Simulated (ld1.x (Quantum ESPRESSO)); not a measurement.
**Transferability test, TM potential for tin**

```json
{"Element": "tin (Sn)", "Generator": "ld1.x (Quantum ESPRESSO) 7.5", "Type": "norm-conserving Troullier–Martins (Kleinman–Bylander form)", "Functional": "PBE", "Relativity": "fully relativistic", "Frozen core": "[Kr] 4d10", "Valence charge": "4", "Reference configuration": "5s1.5 5p2.5", "Partial waves": "5p (bound): rc 2.15 bohr; 5s (bound): rc 1.70 bohr", "Local potential": "the s channel", "Core correction": "none"}
```

Open shells are filled in proportion to 2j + 1 (rel_dist='average').

Energies are relative to the spin-unpolarised reference configuration 5s1.5 5p2.5; without spin polarisation the order of configurations can differ from experiment.

**Question.** Give the all-electron excitation energy and the error of the potential for: 5s2 5p2; 5s2 5p1; 5s2 5p0; 5s2 5p1.5; 5s1 5p2; 5s0 5p4; 5s2 5p2.3.

**Answer.**

| valence configuration | charge | ΔE all-electron (eV) | error AE − PS (meV) |
| --- | --- | --- | --- |
| 5s2 5p2 | 0 | -3.450 | +3.5 |
| 5s2 5p1 | +1 | 3.438 | +9.4 |
| 5s2 5p0 | +2 | 17.408 | +39 |
| 5s2 5p1.5 | +0.5 | -0.828 | +5.9 |
| 5s1 5p2 | +1 | 11.067 | +0.7 |
| 5s0 5p4 | 0 | 10.697 | +40 |
| 5s2 5p2.3 | -0.3 | -4.302 | +2.3 |
